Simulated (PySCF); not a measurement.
**Excitation energy of Ti⁺ by level of theory**

Ti⁺ [Ar] 3d2 4s1 (4F) → Ti⁺ [Ar] 3d3 (4F), as a difference of total energies. Computed with PySCF 2.14 in x2c-TZVPPall (6s5p4d2f1g, 64 functions), with scalar relativity by spin-free X2C-1e. Correlated levels: valence: [Ar] frozen; valence and next inner shell: [Ne] frozen. The calculations carry no spin-orbit coupling.

| method | excitation energy (eV) |
| --- | --- |
| UHF | 0.658 |
| LDA | -0.220 |
| PBE | -0.185 |
| PBE0 | -0.107 |
| r2SCAN | -0.156 |
| TPSSh | -0.128 |
| BHandHLYP | 0.100 |
| PBEsol | -0.239 |
| M06 | -0.710 |
| MP2 (valence) | 0.409 |
| SCS-MP2 (valence) | 0.575 |
| MP2 (valence and next inner shell) | 0.161 |
| SCS-MP2 (valence and next inner shell) | 0.342 |

Errors of the correlated levels include the incompleteness of this basis and the frozen core.

Which method comes closest to the reference value, and which is furthest?

The reference is 0.107 eV (measured; NIST levels, between the centres of gravity of the two terms). Closest: BHandHLYP (error -0.007 eV); furthest: M06 (error -0.817 eV).
